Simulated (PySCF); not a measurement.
All numbers come from PBE0/[Mn def2-SVPD, O def2-SVPD], no relativity, density fitting, PySCF.

```xyz
5
charge -1 multiplicity 1, angstrom
Mn    0.0000    0.0000    0.0000
O     1.2912    0.0000    0.9130
O    -1.2912    0.0000    0.9130
O     0.0000    1.2912   -0.9130
O     0.0000   -1.2912   -0.9130
```

MnO₄⁻ (singlet), along the line from Mn1 (at 0) through O2 (at 1.581 Å).

Question: Tabulate the fields along this line at -0.47, -0.40, -0.32, -0.24, -0.16, -0.08, 0.08, 0.16, 0.24, 0.32, 0.40, 0.47, 0.55, 0.63, 0.71, 0.79, 0.87, 0.95, 1.03, 1.11, 1.19, 1.27, 1.34, 1.42, 1.50, 1.66, 1.74, 1.82, 1.90, 1.98, 2.06, 2.13, 2.21, 2.29, 2.37, 2.45, 2.53 Å.

Answer: 
| distance (Å) | electron density (e/Å³) | electron localisation function | electrostatic potential (V) |
| --- | --- | --- | --- |
| -0.47 | 9.32 | 0.837 | 93.5 |
| -0.40 | 15.1 | 0.82 | 153 |
| -0.32 | 21.1 | 0.589 | 261 |
| -0.24 | 31.4 | 0.156 | 473 |
| -0.16 | 137 | 0.694 | 955 |
| -0.08 | 709 | 0.601 | 2740 |
| 0.08 | 713 | 0.607 | 2740 |
| 0.16 | 137 | 0.714 | 955 |
| 0.24 | 29.4 | 0.131 | 475 |
| 0.32 | 19.1 | 0.476 | 264 |
| 0.40 | 13.7 | 0.732 | 155 |
| 0.47 | 8.69 | 0.75 | 95.3 |
| 0.55 | 5.18 | 0.656 | 61.4 |
| 0.63 | 3.19 | 0.477 | 41.4 |
| 0.71 | 2.22 | 0.329 | 29.3 |
| 0.79 | 1.86 | 0.316 | 22.5 |
| 0.87 | 1.87 | 0.449 | 19.6 |
| 0.95 | 2.16 | 0.64 | 20.7 |
| 1.03 | 2.7 | 0.751 | 26.6 |
| 1.11 | 3.5 | 0.764 | 39.5 |
| 1.19 | 4.56 | 0.668 | 63.5 |
| 1.27 | 5.82 | 0.385 | 107 |
| 1.34 | 8.1 | 0.114 | 189 |
| 1.42 | 25.4 | 0.34 | 370 |
| 1.50 | 202 | 0.994 | 984 |
| 1.66 | 201 | 0.992 | 983 |
| 1.74 | 25.4 | 0.317 | 368 |
| 1.82 | 8.43 | 0.135 | 186 |
| 1.90 | 5.97 | 0.461 | 103 |
| 1.98 | 4.45 | 0.746 | 58 |
| 2.06 | 3.16 | 0.842 | 32.5 |
| 2.13 | 2.2 | 0.869 | 17.4 |
| 2.21 | 1.51 | 0.869 | 8.26 |
| 2.29 | 1.02 | 0.854 | 2.71 |
| 2.37 | 0.674 | 0.827 | -0.674 |
| 2.45 | 0.443 | 0.786 | -2.72 |
| 2.53 | 0.292 | 0.732 | -3.95 |

On a grid of 0.08 Å the density has a local minimum along the bond near 0.79 Å from Mn, at 1.86 e/Å³, where the ELF is 0.32.

The lowest empty level of this anion is unbound, so it and the gap depend on the basis.
